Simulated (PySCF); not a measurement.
Compound: C6H13BS.
Cartesian coordinates in Å at the PBE0-D3(BJ)/def2-SVP level; atoms count from 1:
```xyz
21
C6H13BS angstrom
C      3.0731    0.9563    0.0867
S      2.7682    0.3283   -1.5902
B      1.0269    0.0114   -1.6759
C      0.0037    0.1666   -0.4988
C     -1.4313    0.5353   -0.8956
C     -2.2965    0.1188    0.3068
C     -1.4830   -0.9620    1.0538
C     -0.2169   -1.1844    0.2141
H      2.7497    0.2290    0.8429
H      2.5581    1.9126    0.2504
H      4.1548    1.1139    0.1829
H      0.6849   -0.4149   -2.7565
H      0.3569    0.8880    0.2605
H     -1.7163   -0.0431   -1.7903
H     -1.5435    1.5986   -1.1573
H     -2.4855    0.9814    0.9645
H     -3.2834   -0.2477   -0.0130
H     -1.2047   -0.6060    2.0582
H     -2.0482   -1.8952    1.1983
H      0.6490   -1.5071    0.8120
H     -0.3936   -1.9709   -0.5403
```

NICS = −σ at a ghost point: NICS(0) at the centroid of the ring atoms, NICS(1) 1 Å to either side along the normal of their mean plane, zz for the tensor component along that normal. Level: GIAO PBE0/pcSseg-1 (PySCF, non-relativistic, gas phase) on the PBE0-D3(BJ)/def2-SVP geometry, one conformer.

Ring bond lengths (Å), with Mayer bond orders in brackets: C4–C5 1.534 (1.01), C5–C6 1.539 (1.04), C6–C7 1.545 (1.02), C7–C8 1.535 (1.03), C8–C4 1.543 (0.99).

Question: Give the NICS values of each ring in ppm.

Answer: 
```tsv
ring	type	NICS(0)	NICS(1), two faces	NICS(1)zz, two faces	rms pucker (Å)	centre to ring atoms, mean (Å)
C4–C5–C6–C7–C8	5-membered carbocycle; formal bonds all single	-5.8	-4.3 / -3.9	-5.1 / -4.5	0.19	1.29
```

Question: What can be read from them?

Answer: 
- C4–C5–C6–C7–C8: mean NICS(1)zz -4.8 ppm, shielded. C4, C5, C6, C7, C8 have four or more neighbours, and the NICS criterion for π rings isn't applied.

Question: List the ring angles and the Hirshfeld charges of the ring atoms.

Answer: 
- C4–C5–C6–C7–C8: C4 101.3° (-0.100 e), C5 105.0° (-0.067 e), C6 105.7° (-0.068 e), C7 105.7° (-0.067 e), C8 104.1° (-0.062 e); sum 521.9° against 540° for a flat convex ring.

Question: What are the shieldings of the ring atoms and their hydrogens in the same run (means over atoms taken as equivalent)?

Answer: 
```csv
atoms,environment,σ isotropic (ppm),"principal values of the symmetric part, first atom (ppm)"
C4,sp3 carbon bound to boron,148.4,"117.0, 158.9, 169.2"
C5 (×2),ring CH2 carbon,151.4,"122.3, 154.1, 170.8"
C6 (×2),ring CH2 carbon,157.3,"128.0, 170.3, 175.0"
H13,methine hydrogen,29.78,"24.8, 28.1, 36.5"
H14 (×2),methylene hydrogen,30.03,"24.6, 28.3, 36.7"
H15 (×2),methylene hydrogen,29.73,"24.7, 27.6, 36.1"
H16 (×2),methylene hydrogen,29.72,"24.8, 27.5, 36.9"
H17 (×2),methylene hydrogen,29.53,"24.4, 27.2, 37.0"
```

Question: How do the values depend on the level or the medium?

Answer: 
```json
{"level": "PBE0/pcSseg-1, gas", "NICS(0), C4–C5–C6–C7–C8": "-5.8", "mean NICS(1)zz, C4–C5–C6–C7–C8": "-4.8"}
{"level": "mPW1PW91/pcSseg-1, gas", "NICS(0), C4–C5–C6–C7–C8": "-5.8", "mean NICS(1)zz, C4–C5–C6–C7–C8": "-4.7"}
{"level": "PBE0/pcSseg-1, IEF-PCM chloroform", "NICS(0), C4–C5–C6–C7–C8": "-5.8", "mean NICS(1)zz, C4–C5–C6–C7–C8": "-4.8"}
{"level": "PBE0/pcSseg-1, IEF-PCM tetrahydrofuran", "NICS(0), C4–C5–C6–C7–C8": "-5.8", "mean NICS(1)zz, C4–C5–C6–C7–C8": "-4.8"}
```

The geometry is the same throughout; the continuum's cavity takes Bondi-type radii × 1.2.
